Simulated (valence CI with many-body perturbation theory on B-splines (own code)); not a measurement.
**Fe13+: electric-dipole lines**

Calculated by configuration interaction combined with many-body perturbation theory (CI+MBPT): three valence electrons over a frozen Dirac-Fock core [Ne], a basis of 11 s, 11 p, 10 d, 8 f, 5 g, 2 h functions for each j, with the one-electron correlation potential Σ1 (screened to all orders), the two-electron term Σ2, the three-electron term Σ3, Breit, model QED; selected single and double excitations, second order for the rest, scaled by the run's own slope (own B-spline code, finite nucleus).

No measured spectrum was set against this ion. As an estimate, levels of excited configurations hold to 0.05 to 0.15 % of their energy, terms of the ground configuration to about 0.5 %.

Lines 101 to 150 of 561 in falling wavelength, among levels below 231.41 eV, chosen from the strongest by gf and those to the six lowest levels. Wavelengths and rates use the calculated energies, so an error of 300 cm⁻¹ moves a line at 331.3 Å by 0.099 % and its rate by three times that or more. Electric multipoles are in the length gauge, E1 and E2 with the static RPA response of the core. Weak lines are less certain than strong ones. Lines between different terms over intervals too small for the method are left out, as are lines whose strength nearly cancels. Where a level lies close to another of its J and parity, the split of strength between their lines is uncertain.

Names give the largest LS component (configuration and term), which can be under half, so a name can repeat, a term be missing and a line seem to break the LS rules; names also repeat where a configuration has a term twice. Letters in brackets count levels of one name in rising energy.

| λ vac (Å) | Upper | Lower | A (s⁻¹) | S (a.u.) with core polarisation | S without |
| --- | --- | --- | --- | --- | --- |
| 331.3 | 3p 3d2 4F°_5/2 | 3s 3d2 4F_5/2 | 4.01e+09 | 4.32e-01 | 4.48e-01 |
| 331.0 | 3p 3d2 2G°_7/2 [b] | 3s 3d2 2F_7/2 | 2.76e+09 | 3.95e-01 | 4.09e-01 |
| 329.6 | 3p 3d2 2G°_7/2 [b] | 3s 3d2 2F_5/2 | 1.28e+10 | 1.81e+00 | 1.88e+00 |
| 329.4 | 3p 3d2 2D°_5/2 [c] | 3s 3d2 2P_3/2 | 1.22e+10 | 1.29e+00 | 1.34e+00 |
| 328.3 | 3p 3d2 4D°_7/2 [a] | 3s 3d2 4F_7/2 | 1.98e+09 | 2.77e-01 | 2.87e-01 |
| 328.0 | 3p 3d2 2D°_3/2 [c] | 3s 3d2 2S_1/2 [b] | 4.74e+09 | 3.30e-01 | 3.42e-01 |
| 326.0 | 3p 3d2 4F°_9/2 | 3s 3d2 4F_9/2 | 4.23e+09 | 7.24e-01 | 7.51e-01 |
| 325.8 | 3p 3d2 2G°_7/2 [a] | 3s 3d2 4F_7/2 | 2.09e+09 | 2.85e-01 | 2.96e-01 |
| 325.4 | 3p 3d2 2D°_3/2 [c] | 3s 3d2 2S_1/2 [a] | 7.16e+09 | 4.87e-01 | 5.04e-01 |
| 325.2 | 3p2 3d 2D_5/2 [c] | 3s 3p 3d 2D°_5/2 [b] | 5.74e+09 | 5.85e-01 | 6.06e-01 |
| 319.6 | 3p2 3d 4D_7/2 | 3s 3p 3d 4P°_5/2 | 4.00e+09 | 5.15e-01 | 5.35e-01 |
| 319.0 | 3p2 3d 2D_3/2 [c] | 3s 3p 3d 2P°_3/2 [c] | 4.59e+09 | 2.94e-01 | 3.05e-01 |
| 318.2 | 3p 3d2 2D°_3/2 [b] | 3s 3d2 2D_3/2 | 6.08e+09 | 3.87e-01 | 4.01e-01 |
| 315.3 | 3p2 3d 4F_7/2 | 3s 3p 3d 4F°_9/2 | 3.06e+09 | 3.78e-01 | 3.92e-01 |
| 313.5 | 3p 3d2 2D°_5/2 [a] | 3p2 3d 2P_3/2 [b] | 2.61e+09 | 2.38e-01 | 2.47e-01 |
| 313.3 | 3p2 3d 4F_5/2 | 3s 3p 3d 4F°_7/2 | 4.01e+09 | 3.65e-01 | 3.79e-01 |
| 313.0 | 3p 3d2 2D°_5/2 [b] | 3s 3d2 2D_5/2 | 5.48e+09 | 4.98e-01 | 5.16e-01 |
| 312.9 | 3p 3d2 2D°_5/2 [b] | 3s 3d2 2D_3/2 | 1.82e+09 | 1.65e-01 | 1.71e-01 |
| 312.1 | 3p2 3d 2D_3/2 [a] | 3s 3p 3d 2D°_3/2 | 2.77e+09 | 1.66e-01 | 1.73e-01 |
| 312.0 | 3p2 3d 4F_3/2 | 3s 3p 3d 4F°_5/2 | 3.75e+09 | 2.25e-01 | 2.33e-01 |
| 310.9 | 3p 3d2 2G°_9/2 [a] | 3p2 3d 2F_7/2 [b] | 3.36e+09 | 4.99e-01 | 5.16e-01 |
| 309.1 | 3p 3d2 2P°_1/2 [c] | 3s 3d2 2P_3/2 | 6.06e+09 | 1.77e-01 | 1.83e-01 |
| 308.8 | 3p2 3d 4F_9/2 | 3s 3p 3d 4F°_9/2 | 1.08e+10 | 1.57e+00 | 1.63e+00 |
| 308.7 | 3p 3d2 2P°_1/2 [c] | 3s 3d2 2S_1/2 [b] | 1.55e+10 | 4.50e-01 | 4.66e-01 |
| 308.1 | 3p2 3d 4F_3/2 | 3s 3p 3d 4F°_3/2 | 7.98e+09 | 4.61e-01 | 4.79e-01 |
| 307.5 | 3p2 3d 4F_5/2 | 3s 3p 3d 4F°_5/2 | 6.17e+09 | 5.32e-01 | 5.52e-01 |
| 307.3 | 3p 3d2 2D°_3/2 [a] | 3p2 3d 2P_1/2 [b] | 4.17e+09 | 2.39e-01 | 2.47e-01 |
| 307.2 | 3p2 3d 4F_7/2 | 3s 3p 3d 4F°_7/2 | 6.99e+09 | 8.00e-01 | 8.31e-01 |
| 307.1 | 3p 3d2 2P°_3/2 [c] | 3s 3d2 2P_3/2 | 1.63e+10 | 9.32e-01 | 9.65e-01 |
| 305.3 | 3p2 3d 4P_5/2 | 3s 3p 3d 2D°_5/2 [a] | 3.11e+09 | 2.62e-01 | 2.72e-01 |
| 304.3 | 3p 3d2 2P°_3/2 [c] | 3s 3d2 2S_1/2 [a] | 6.62e+09 | 3.69e-01 | 3.82e-01 |
| 304.1 | 3p 3d2 4F°_9/2 | 3p2 3d 2F_7/2 [b] | 2.88e+09 | 4.00e-01 | 4.14e-01 |
| 302.8 | 3p 3d2 4D°_7/2 [a] | 3p2 3d 2F_5/2 [b] | 1.80e+09 | 1.97e-01 | 2.04e-01 |
| 302.5 | 3p2 3d 2D_5/2 [a] | 3s 3p 3d 4D°_7/2 | 5.69e+09 | 4.66e-01 | 4.84e-01 |
| 301.7 | 3p2 3d 4F_7/2 | 3s 3p 3d 4F°_5/2 | 2.02e+09 | 2.19e-01 | 2.27e-01 |
| 301.1 | 3p2 3d 4F_9/2 | 3s 3p 3d 4F°_7/2 | 1.73e+09 | 2.33e-01 | 2.41e-01 |
| 300.7 | 3p 3d2 2G°_7/2 [a] | 3p2 3d 2F_5/2 [b] | 4.27e+09 | 4.59e-01 | 4.74e-01 |
| 300.4 | 3p2 3d 2D_3/2 [b] | 3s 3p 3d 2F°_5/2 [a] | 6.33e+09 | 3.39e-01 | 3.51e-01 |
| 300.3 | 3p 3d2 4D°_7/2 [b] | 3s 3d2 4F_9/2 | 5.89e+09 | 6.30e-01 | 6.53e-01 |
| 300.2 | 3p 3d2 4S°_3/2 | 3s 3d2 4P_5/2 | 4.43e+09 | 2.36e-01 | 2.45e-01 |
| 299.6 | 3p2 3d 2D_3/2 [a] | 3s 3p 3d 4D°_5/2 | 3.97e+09 | 2.11e-01 | 2.19e-01 |
| 299.6 | 3p 3d2 4S°_3/2 | 3s 3d2 4P_3/2 | 4.25e+09 | 2.25e-01 | 2.34e-01 |
| 299.4 | 3p 3d2 2F°_7/2 [c] | 3s 3d2 2G_9/2 | 5.44e+09 | 5.77e-01 | 5.98e-01 |
| 299.3 | 3p3 2D°_3/2 | 3s 3p2 4P_5/2 | 7.36e+08 | 3.89e-02 | 4.04e-02 |
| 299.0 | 3p2 3d 2D_5/2 [c] | 3s 3p 3d 2F°_7/2 [b] | 8.10e+09 | 6.41e-01 | 6.65e-01 |
| 299.0 | 3p 3d2 4D°_7/2 [b] | 3s 3d2 4F_7/2 | 1.64e+09 | 1.73e-01 | 1.79e-01 |
| 298.8 | 3p 3d2 4D°_5/2 [b] | 3s 3d2 4F_7/2 | 6.17e+09 | 4.87e-01 | 5.06e-01 |
| 298.7 | 3p 3d2 2F°_7/2 [c] | 3s 3d2 2D_5/2 | 2.52e+09 | 2.65e-01 | 2.74e-01 |
| 298.4 | 3p 3d2 2P°_3/2 [b] | 3s 3d2 2D_5/2 | 3.55e+09 | 1.86e-01 | 1.93e-01 |
| 298.1 | 3p 3d2 2D°_5/2 [c] | 3s 3d2 2F_7/2 | 8.36e+09 | 6.55e-01 | 6.78e-01 |
